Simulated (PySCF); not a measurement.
Rh (rhodium, neutral) across methods

[Kr] 4d9, 2D determinant (an excited configuration). Computed with PySCF 2.14 in aug-cc-pVTZ-DK, with the spin-free X2C one-electron Hamiltonian (Gaussian nucleus).

| method | E (hartree) | mean ε 4p β (eV) | mean ε 4d α (eV) | mean ε 4d β (eV) | Σ⟨r²⟩ (bohr²) | ⟨S²⟩ |
| --- | --- | --- | --- | --- | --- | --- |
| B3LYP | -4783.53 | -49.989 | -5.210 | -4.572 | 46.93 | 0.776 |
| wB97X | -4783.61 | -52.765 | -7.745 | -7.104 | 46.18 | 0.762 |
| PBE0 | -4783.13 | -50.514 | -5.411 | -4.682 | 46.49 | 0.806 |

Q: Estimate the same row for UHF.

A: E (hartree) = -4780.98527; mean ε 4p β (eV) = -59.502; mean ε 4d α (eV) = -8.930; mean ε 4d β (eV) = -7.658; Σ⟨r²⟩ (bohr²) = 45.36; ⟨S²⟩ = 0.848.

⟨S²⟩ = 0.85 against 0.75 shows spin contamination.
